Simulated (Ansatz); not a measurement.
The lowest singlet and triplet of H4Si2 (SMILES [SiH][SiH3]); geometries from B3LYP-D3(BJ)/def2-TZVP, each state relaxed from the structure named, with no frequency check.
Singlet (charge 0, multiplicity 1):
| atom | x (Å) | y (Å) | z (Å) |
|---|---|---|---|
| Si | 1.2119 | -0.5179 | -0.1456 |
| Si | -1.0145 | 0.3396 | 0.0882 |
| H | 1.7319 | 0.8246 | 0.3530 |
| H | -1.2445 | 0.7393 | 1.5043 |
| H | -2.0816 | -0.6203 | -0.2913 |
| H | -1.1695 | 1.5521 | -0.7624 |

A positive gap puts the triplet lower; no zero-point energy. R- takes a restricted singlet. U- takes an unrestricted singlet (broken symmetry where lower, unprojected). The triplet is unrestricted in single-reference levels. Active spaces average the two states.

Correlated levels freeze the cores.

Programs: Ansatz (Gaussian orbitals). 

```json
[
 {"level": "U-HF/cc-pV(D+d)Z (spin-contaminated)", "gap E(singlet) − E(triplet), vertical, at the singlet's geometry (kcal/mol)": "-11.56"},
 {"level": "U-SVWN5/def2-TZVPP", "gap E(singlet) − E(triplet), vertical, at the singlet's geometry (kcal/mol)": "-22.45"},
 {"level": "U-PBE/def2-TZVPP", "gap E(singlet) − E(triplet), vertical, at the singlet's geometry (kcal/mol)": "-19.19"},
 {"level": "R-BHLYP/def2-TZVPP", "gap E(singlet) − E(triplet), vertical, at the singlet's geometry (kcal/mol)": "-22.07"},
 {"level": "R-MP2/cc-pV(D+d)Z", "gap E(singlet) − E(triplet), vertical, at the singlet's geometry (kcal/mol)": "-18.15"},
 {"level": "R-SCS-MP2/cc-pV(D+d)Z", "gap E(singlet) − E(triplet), vertical, at the singlet's geometry (kcal/mol)": "-21.51"},
 {"level": "U-SCS-MP2/cc-pV(T+d)Z (spin-contaminated)", "gap E(singlet) − E(triplet), vertical, at the singlet's geometry (kcal/mol)": "-18.47"},
 {"level": "U-CCSD/cc-pV(D+d)Z (spin-contaminated)", "gap E(singlet) − E(triplet), vertical, at the singlet's geometry (kcal/mol)": "…"},
 {"level": "FIC-MRCISD+Q on SA-CASSCF(2,2)/cc-pV(T+d)Z", "gap E(singlet) − E(triplet), vertical, at the singlet's geometry (kcal/mol)": "-22.78"}
]
```

Problem. What belongs in the gaps?

Solution. 
- U-CCSD/cc-pV(D+d)Z (spin-contaminated), gap E(singlet) − E(triplet), vertical, at the singlet's geometry (kcal/mol): -20.90

Doubts at one or more of the structures used: a restricted determinant that unrestricted orbitals would lower (R-MP2/cc-pV(D+d)Z, R-SCS-MP2/cc-pV(D+d)Z); T1 above 0.05 (U-CCSD/cc-pV(D+d)Z (spin-contaminated)).

Ansatz is an electronic-structure program.
